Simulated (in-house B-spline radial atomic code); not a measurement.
**Ionising Mn+ with different functionals**

Computed with a B-spline radial code for spherical atoms: four-component Dirac-Coulomb Hamiltonian, Fermi nucleus of rms radius 3.7057 fm, spin-restricted, spherical fractional occupations for the functionals. The ionisation energy is the difference of two self-consistent energies, [Ar] 3d5 4s1 → [Ar] 3d5, without Breit or QED terms; ε is the level of the shell that loses the electron (mean over j).

Hybrids are left out here: with spherical fractional occupations of an open shell their exact exchange keeps a self-interaction that integer-occupation calculations don't have.

```json
{"method": "LDA VWN5", "rung": "LDA", "ΔSCF (eV)": "15.87", "-ε(4s) (eV)": "12.16"}
{"method": "relativistic LDA", "rung": "LDA", "ΔSCF (eV)": "15.85", "-ε(4s) (eV)": "12.15"}
{"method": "LDA PW92", "rung": "LDA", "ΔSCF (eV)": "15.87", "-ε(4s) (eV)": "12.16"}
{"method": "LDA exchange-only", "rung": "LDA", "ΔSCF (eV)": "14.86", "-ε(4s) (eV)": "11.14"}
{"method": "PBE", "rung": "GGA", "ΔSCF (eV)": "15.60", "-ε(4s) (eV)": "11.88"}
{"method": "PBEsol", "rung": "GGA", "ΔSCF (eV)": "15.51", "-ε(4s) (eV)": "11.88"}
{"method": "BLYP", "rung": "GGA", "ΔSCF (eV)": "15.77", "-ε(4s) (eV)": "11.95"}
{"method": "RPBE", "rung": "GGA", "ΔSCF (eV)": "15.46", "-ε(4s) (eV)": "11.73"}
{"method": "PW91", "rung": "GGA", "ΔSCF (eV)": "?", "-ε(4s) (eV)": "?"}
{"method": "BP86", "rung": "GGA", "ΔSCF (eV)": "?", "-ε(4s) (eV)": "?"}
{"method": "AM05", "rung": "GGA", "ΔSCF (eV)": "15.47", "-ε(4s) (eV)": "11.82"}
{"method": "OLYP", "rung": "GGA", "ΔSCF (eV)": "15.27", "-ε(4s) (eV)": "11.44"}
```

Task: What does PW91 give?

Result: ΔSCF 15.64 eV, and -ε(4s) = 11.93 eV.

Task: What does BP86 give?

Result: ΔSCF 15.71 eV, and -ε(4s) = 12.08 eV.

Task: How do they compare with the NIST value?

Result: NIST lists 15.640 eV (measured, ground level to ground level). Errors run from -0.78 to +0.23 eV; PW91 is closest (+0.00 eV), but part of that can be cancellation, since the calculations leave out Breit-QED terms, spin polarisation, the choice among j levels, multiplet and fine-structure energies.
